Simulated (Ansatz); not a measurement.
Reaction (homolysis of the C–Si bond): `CCOC[SiH3]` → `[CH2]OCC`• + `[SiH3]`•

Calculated with Ansatz (gas phase, PBE0-D4/def2-TZVP geometries, no zero-point term in ΔE). CCSD(T)/CBS adds triple-zeta CCSD(T) − MP2 to the extrapolated MP2 energy (def2 sets, frozen cores). This one scheme is used for every species. DFT in def2-TZVPP. B3LYP here is the variant with VWN-RPA as its local correlation; programs differ in this. Open shells (•) are unrestricted, without spin–orbit coupling. Each species was taken in one conformer, which may not be the lowest.

```tsv
level	ΔE (kJ/mol)
B97M-V	327.4
B3LYP-D4	317.4
PBE	309.7
MP2/def2-QZVPP	349.5
```

Task: What does CCSD(T)/CBS give? (An estimate is asked.)

Result: The calculation gave: +340.6 kJ/mol. The listed levels differ from it by -13.2, -23.2, -30.9, 8.9 kJ/mol.

Largest T1 diagnostic among the species: 0.015.

From PBE to PBE0 (25 % exact exchange), in def2-TZVPP and without D4, ΔE moves by +3.6 kJ/mol. At CCSD(T), def2-SVP lies −22.7 kJ/mol from the extrapolated value and def2-TZVPP −10.4 kJ/mol: correlation converges slowly with the basis, and small sets miss more of it in the bonded molecule than in its fragments.

CCSD(T)/CBS has its own doubt, a few kJ/mol and more with outer-core shells, so smaller differences from it don't rank the levels.
